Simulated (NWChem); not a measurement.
# Ionisation of CHO2

```xyz
4

O     -0.9453     0.6808     0.0000
C     -0.3055    -0.3133     0.0000
O      0.9944    -0.4930     0.0000
H      1.4398     0.3772     0.0000
```
Charge 0, spin multiplicity 2.

Everything below was run with NWChem. The geometry was optimised at UPBE0/def2-SVP, a minimum by its harmonic frequencies. It is one conformer; others weren't searched.

Basis set: def2-TZVP. −ε marks an orbital energy of the parent.

B3LYP has NWChem's definition, with VWN1-RPA local correlation. The structure started from a generated list of species. The unpaired electrons of the parent sit in orbitals of symmetry a' (Cs labels of the run); other states weren't searched. No SCF solution was tested for a lower state. Open-shell Hartree-Fock references start from PBE0 orbitals.

**Question.** Order these methods by the first vertical ionisation energy they give, lowest first: −ε(alpha HOMO) of B3LYP, −ε(alpha HOMO) of PBE, −ε(alpha HOMO) of TPSS, −ε(alpha HOMO) of HF.

**Answer.** −ε(alpha HOMO) of PBE (5.57 eV), −ε(alpha HOMO) of TPSS (5.75 eV), −ε(alpha HOMO) of B3LYP (6.91 eV), −ε(alpha HOMO) of HF (11.61 eV)
